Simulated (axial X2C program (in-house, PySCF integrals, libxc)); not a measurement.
Nuclear properties of GaRu

Computed with an axial X2C code built on PySCF integrals: two-component X2C with atomic mean-field Coulomb and Gaunt terms, Gaussian nuclei, basis Ru dyall-cv3z, Ga dyall-cv3z with contracted cores.

R = 2.370 Å (near the PBE0 minimum at charge 0 of the determinant lowest at the starting distance; the state shown can have its own minimum elsewhere).

Determinant lowest in the PBE0 search, Ω = 3/2 (⟨Sz⟩ = 1.49, ⟨Lz⟩ = 0.01 at PBE0), spin on the atoms Ru 1.57, Ga -0.08:

| level | Eeff magnitude (GV/cm) | Ws magnitude Ru (kHz) | Ws magnitude Ga (kHz) | A∥/gI Ru (MHz) | qzz Ru (a.u.) | A∥/gI Ga (MHz) | qzz Ga (a.u.) | μ (D) |
| --- | --- | --- | --- | --- | --- | --- | --- | --- |
| PBE0 | 0.148 | 0.207 | 0.0686 | 1080 | -4.19 | 53.7 | -2.74 | -0.72 |
| HF | 5.27 | 1.78 | 0.173 | 382 | -3.85 | 25.2 | -3.28 | -0.04 |
| PBE | 0.0204 | 0.194 | 0.127 | 1350 | -4.72 | 94.1 | -2.26 | -0.55 |
| PBE50 | 2.12 | 0.811 | 0.0163 | 685 | -3.61 | 33.1 | -3.30 | -0.99 |
| B3LYP | 0.125 | 0.12 | 0.0947 | 1220 | -4.40 | 63.2 | -2.59 | -0.50 |

Eeff is the effective electric field on the electron electric dipole moment in this Ω state and Ws the scalar–pseudoscalar constant of the nucleus named (defined with the proton number Z and per Ω); A∥ (defined per Ω) follows by multiplying with gI = μI/(I μN); qzz is the electric field gradient, eQq0 = 234.96 MHz × Q/barn × qzz; μ is positive if the Ga end (last atom) is positive. The operators were transformed with the bare-nucleus X2C matrices; with these basis sets, hyperfine constants and field gradients can be off by tens of per cent, and where levels differ in sign neither size nor sign is settled.

(1) With Q(101Ru) = 0.457 barn, Q(69Ga) = 0.171 barn (Q from Pyykkö, Mol. Phys. 2018), turn the PBE0 values of the first state into constants in MHz.

Each state is one determinant with collinear spin, which with several unpaired electrons need not be a pure state. Unrestricted Hartree–Fock can overshoot spin polarisation at the nuclei. In the state Ω = 3/2 the sign of Eeff differs between levels (PBE, B3LYP against PBE0). This is the top spin component of a Σ state; components of lower Ω are not single determinants and can lie lower. With several open shells hyperfine constants can be off by a factor of several. Where Eeff spreads by more than a factor of two the levels disagree and none is to be relied on. States lie within half an eV, so the first need not be the ground state. The sign of Ws at Ga differs between levels in the first state. Further determinants of the search, some of them spin-mixed, are not shown. Where a field gradient or hyperfine factor spreads by more than a factor of two over the levels, a constant derived from it is not to be relied on.

## Answers

(1) eQq0(101Ru) = 234.96 × (0.457) × (-4.19) = -450 MHz; eQq0(69Ga) = 234.96 × (0.171) × (-2.74) = -110 MHz.
